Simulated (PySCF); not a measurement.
# ZnBr: mean field, correlation and small terms against distance

State: ²Σ⁺, doublet, unpaired electrons σ ↑. ROHF-based CCSD(T) in PySCF 2.14 with Zn aug-cc-pVDZ-PP with ECP10, Br aug-cc-pVDZ-PP with ECP10 and Zn aug-cc-pVTZ-PP with ECP10, Br aug-cc-pVTZ-PP with ECP10 (frozen core orbitals: 13; scalar-relativistic core potentials). Correlation energies are extrapolated as n⁻³ (n = 2, 3), Hartree–Fock as (n+1)·exp(−9√n). All energies in eV from Zn + Br.

| R (Å) | HF/CBS | CCSD corr. | (T) | total |
| --- | --- | --- | --- | --- |
| 2.0268 | -1.048 | -0.136 | -0.0454 | -1.230 |
| 2.1189 | -1.428 | -0.070 | -0.0409 | -1.539 |
| 2.2111 | -1.619 | -0.018 | -0.0383 | -1.676 |
| 2.3032 | -1.677 | 0.020 | -0.0373 | -1.695 |
| 2.3953 | -1.644 | 0.046 | -0.0380 | -1.635 |
| 2.5105 | -1.516 | 0.065 | -0.0411 | -1.492 |
| 2.6256 | -1.329 | 0.070 | -0.0465 | -1.306 |

A fit to the total gives Re = 2.2748 Å, De = 1.699 eV, ωe = 282.9 cm⁻¹, Be = 0.09224 cm⁻¹ (masses 63.9291 and 78.9183 u).

Problem. At R = 2.3032 Å the CCSD correlation energy is -0.543736 hartree in the smaller basis and -0.654134 in the larger. Extrapolate it.

Solution. (3³·E3 − 2³·E2)/(3³ − 2³) = -0.70062 hartree; the larger basis holds 93.4 % of it.

The T1 diagnostic is 0.023. The state was picked by a PBE0 search and need not be the measured ground state. Spin–orbit coupling, excitations beyond (T) and corrections to the Born–Oppenheimer picture are left out.
